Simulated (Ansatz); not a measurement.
Computed with Ansatz on PBE0-D4/def2-TZVP structures; ΔE is electronic, products minus reactants. CCSD(T)/CBS is the MP2 limit (def2-TZVPP, def2-QZVPP) plus CCSD(T) − MP2 in def2-TZVPP, frozen cores. This one scheme is used for every species. Functionals use def2-TZVPP. B3LYP here is the variant with VWN-RPA as its local correlation; programs differ in this. Each species was taken in one conformer, which may not be the lowest.

`FC[SiH]1CC1` + BH₃ → `BC[SiH]1CC1` + H–F  (formal exchange of groups at a C–F bond)

Q: Is it downhill or uphill in electronic energy at CCSD(T)/CBS, and by how much? (Best estimate.)

A: Computed: Downhill: ΔE = -150.3 kJ/mol.

Q: What do these levels give: B3LYP-D4, ωB97X-V, B2PLYP, r2SCAN, SCS-MP2/def2-TZVPP, HF/CBS(def2)? (Best estimate.)

A: Computed: B3LYP-D4 -133.9, ωB97X-V -131.5, B2PLYP -134.8, r2SCAN -148.6, SCS-MP2/def2-TZVPP -140.3, HF/CBS(def2) -98.2 kJ/mol.

Largest T1 diagnostic among the species: 0.012.

The D4 term adds −9.5 kJ/mol with B3LYP and −5.1 kJ/mol with PBE0; it sums over pairs of atoms, weighted by their polarisabilities, and B3LYP, whose exchange is more repulsive, gets the larger term. In def2-TZVPP, CCSD(T) changes the Hartree–Fock value by −47.5 kJ/mol (the triples alone add −6.7 kJ/mol) and MP2 by −61.6 kJ/mol.
